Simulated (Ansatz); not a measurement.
`O[Si@H]1O[C@H]1F` and `F[C@H]1O[Si@H]1[GeH3]` differ in one atom or group (the configuration at a centre changes too).

Ansatz, PBE0-D4/def2-TZVP geometries, multiplicity 1. Each molecule was computed in one conformer, which needn't be the lowest.

Scalar relativity is left out up to krypton.

```
                                        property  `O[Si@H]1O[C@H]1F`
               LUMO energy (PBE/def2-TZVPP) / eV               -0.73
              HOMO energy (PBE0/def2-TZVPP) / eV               -7.55
size of the dipole moment (B3LYP/def2-TZVPP) / D                1.57
  size of the dipole moment (PBE/def2-TZVPP) / D                1.34
           LUMO energy (ωB97M-V/def2-TZVPP) / eV                1.85
           HOMO–LUMO gap (B3LYP/def2-TZVPP) / eV                7.19
```

(1) What does the change do to each property? (Estimate.)

Answers

(1) The calculation gave: 
| property | `F[C@H]1O[Si@H]1[GeH3]` | shift |
| --- | --- | --- |
| LUMO energy (PBE/def2-TZVPP) / eV | -1.92 | -1.19 |
| HOMO energy (PBE0/def2-TZVPP) / eV | -7.48 | 0.07 |
| size of the dipole moment (B3LYP/def2-TZVPP) / D | 2.47 | 0.90 |
| size of the dipole moment (PBE/def2-TZVPP) / D | 2.12 | 0.78 |
| LUMO energy (ωB97M-V/def2-TZVPP) / eV | 0.67 | -1.18 |
| HOMO–LUMO gap (B3LYP/def2-TZVPP) / eV | 5.94 | -1.25 |

With PBE0 the HOMO rises by 0.07 eV and the LUMO falls by 1.25 eV, so the gap narrows by about 1.32 eV. PBE moves the HOMO by -0.07 eV and ωB97M-V by 0.14 eV. The zero-point energy changes by 23.3 kJ/mol with +6 modes. Dipoles are sizes alone; their direction can turn.

B3LYP here is the variant with VWN-RPA as its local correlation; programs differ in this.
